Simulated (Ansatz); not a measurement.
The same group exchange along the group B, Al, Ga.

Gas-phase electronic energies from Ansatz, PBE0-D4/def2-TZVP geometries. CCSD(T)/CBS adds triple-zeta CCSD(T) − MP2 to the extrapolated MP2 energy (def2 sets, frozen cores). This one scheme is used for every species. DFT in def2-TZVPP. B3LYP here is the variant with VWN-RPA as its local correlation; programs differ in this. For Ga outer-core shells are correlated without core-valence functions, which leaves a few kJ/mol of doubt a bond. Scalar relativity is left out up to krypton. Each species was taken in one conformer, which may not be the lowest.

```json
{"reaction": "`CB(N)S` + `CC(N)N` → `CBS` + `NCC(N)N`", "CCSD(T)/CBS(def2) (kJ/mol)": "?"}
{"reaction": "`[CH3][Al]([NH2])[SH]` + `CC(N)N` → `[CH3][AlH][SH]` + `NCC(N)N`", "CCSD(T)/CBS(def2) (kJ/mol)": "164"}
{"reaction": "`[CH3][Ga]([NH2])[SH]` + `CC(N)N` → `[CH3][GaH][SH]` + `NCC(N)N`", "CCSD(T)/CBS(def2) (kJ/mol)": "117"}
```

**Question.** Fill in the missing values. (Estimate.)

**Answer.** The calculation gave: `CB(N)S` + `CC(N)N` → `CBS` + `NCC(N)N`: +175.6 kJ/mol.

Largest T1 diagnostic: 0.013, for `CBS`.
